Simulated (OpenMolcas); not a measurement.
## O3+, S3+, Se3+, Te3+: ns2 np down the group

```yaml
Program: OpenMolcas
Method: CASSCF
Basis: ANO-RCC-VQZP
Scalar_Hamiltonian: DKH2, point nucleus
Spin-orbit_coupling: RASSI with atomic mean-field integrals over the reference wave functions, term energies averaged over their components
```

Active space for each ion: 3 electrons in 8 orbitals (s p s p).

Computed levels in cm-1 above 2P* 1/2:

```json
{"Level": "2P* 3/2", "O3+": "375", "S3+": "828", "Se3+": "3742", "Te3+": "7915"}
{"Level": "weight of 2P* in the lowest level (%)", "O3+": "100", "S3+": "100", "Se3+": "100", "Te3+": "100"}
```

Measured, with the error of the calculation in %. Measured levels: O3+ from Moore, Selected Tables of Atomic Spectra, NSRDS-NBS 3, section 10; S3+ from NIST levels in Podobedova, Kelleher and Wiese, J. Phys. Chem. Ref. Data 38, 171 (2009); Se3+ from Moore, Atomic Energy Levels, vol. II, NSRDS-NBS 35 (1971 reprint of NBS Circular 467, 1952); Te3+ from Moore, Atomic Energy Levels, vol. III, NSRDS-NBS 35 (1971 reprint of NBS Circular 467, 1958).

```
  Level         O3+          S3+          Se3+          Te3+
2P* 3/2  386 (-2.8)  951 (-13.0)  4376 (-14.5)  9223 (-14.2)
```

The fine-structure level 2P* 3/2 changes by a factor of 21.1 from O3+ to Te3+.

Active for correlation alone: 3p 3s; no level in the range computed is led by a configuration that fills them, so any true level of that kind is missing (holds for O3+). Active for correlation alone: 4p 4s; no level in the range computed is led by a configuration that fills them, so any true level of that kind is missing (holds for S3+). Active for correlation alone: 5p 5s; no level in the range computed is led by a configuration that fills them, so any true level of that kind is missing (holds for Se3+). The run also gave levels led by 5s2 6p, which use shells meant for correlation; these and all levels above them are left out (holds for Te3+). Measured partners are found by configuration, term and J. A level has none where our copy of the source lacks it or the pairing is in doubt (some pairs that miss far off the trend of their configuration count as doubtful), and it then counts in no deviation. Only configurations of the active space appear.

* marks odd parity.
